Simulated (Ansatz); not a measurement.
Cost and result for the atomization energy of FGeH$_{4}$Si, SMILES `F[SiH][GeH3]` radical (7 atoms, 6 bonds).

```xyz
7

F     1.496    1.913   -0.072
Si    1.403    0.312    0.074
Ge   -0.879   -0.364    0.242
H     2.098   -0.265   -1.116
H    -0.905   -1.899    0.328
H    -1.504    0.218    1.517
H    -1.710    0.086   -0.973
```

The species carries charge 0 and has multiplicity 2. Correlated methods include outer-core shells of Ge, which these sets cover unevenly. Scalar relativity is left out up to krypton. The structure was optimised at the PBE0-D4/def2-TZVP level. Program: Ansatz. All runs use 4 threads of a server CPU on a shared host. Times are those of one run each, without the atoms' runs, and a repeat can differ threefold. Electronic energies, without spin–orbit coupling; frozen cores. CCSD(T)/CBS adds CCSD(T) − MP2 in def2-TZVPP to the MP2 limit, and its time is that of the two runs behind it. T1 = 0.014; ⟨S²⟩ of the reference is 0.76. With those shells the extrapolation isn't a true limit. HSE06 is the plane-wave form, built on full-range PBE exchange.

CCSD(T)/CBS is a level of theory with its own doubt, some kJ/mol a heavy atom from the limit and from the frozen cores, so smaller differences don't rank the functionals.

| level | functions | wall time |
| --- | --- | --- |
| LDA (SPW92)/def2-TZVPP | 177 | 1.1 s |
| revPBE-D4/def2-TZVPP | 177 | 1.9 s |
| BHLYP-D4/def2-TZVPP | 177 | 2.7 s |
| HSE06-D4/def2-TZVPP | 177 | 2.9 s |
| CAM-B3LYP-D4/def2-TZVPP | 177 | 3.1 s |
| r2SCANh-D4/def2-TZVPP | 177 | 5.5 s |
| CCSD(T)/def2-SVP | 84 | 6 s |
| ωB97X-V/def2-TZVPP | 177 | 7.5 s |
| B97M-V/def2-TZVPP | 177 | 9 s |
| ωB97M-V/def2-TZVPP (with forces) | 177 | 11 s |
| MP2/def2-QZVPP | 336 | 15 s |
| CCSD(T)/def2-TZVPP | 177 | 2.2 min |
| CCSD(T)/CBS(def2) | – | 2.4 min |

(1) What atomization energy does each give, and how far from CCSD(T)/CBS? (An estimate is asked.)

Answers

(1) Computed: 
```csv
level,atomization (kcal/mol),difference from CCSD(T)/CBS,per bond
LDA (SPW92)/def2-TZVPP,532.2,59.1,9.9
revPBE-D4/def2-TZVPP,459.6,-13.5,-2.2
BHLYP-D4/def2-TZVPP,460.1,-13.0,-2.2
HSE06-D4/def2-TZVPP,464.3,-8.8,-1.5
CAM-B3LYP-D4/def2-TZVPP,472.7,-0.4,-0.1
r2SCANh-D4/def2-TZVPP,471.8,-1.3,-0.2
CCSD(T)/def2-SVP,433.6,-39.5,-6.6
ωB97X-V/def2-TZVPP,474.9,1.8,0.3
B97M-V/def2-TZVPP,477.5,4.4,0.7
ωB97M-V/def2-TZVPP (with forces),467.2,-5.9,-1.0
MP2/def2-QZVPP,468.8,-4.3,-0.7
CCSD(T)/def2-TZVPP,461.9,-11.2,-1.9
CCSD(T)/CBS(def2),473.1,0.0,0.0
```

In def2-TZVPP, CCSD(T) changes the Hartree–Fock value by +111.3 kcal/mol (the triples alone add +5.1 kcal/mol) and MP2 by +111.5 kcal/mol; breaking electron pairs costs correlation energy, which Hartree–Fock lacks. From PBE to PBE0 (25 % exact exchange), in def2-TZVPP and without D4, the atomization energy moves by −4.7 kcal/mol: exact exchange takes away binding that semilocal exchange gives to molecules. At CCSD(T), def2-SVP lies −39.5 kcal/mol from the extrapolated value and def2-TZVPP −11.2 kcal/mol: correlation converges slowly with the basis, and small sets miss more of it in the bonded molecule than in its fragments.
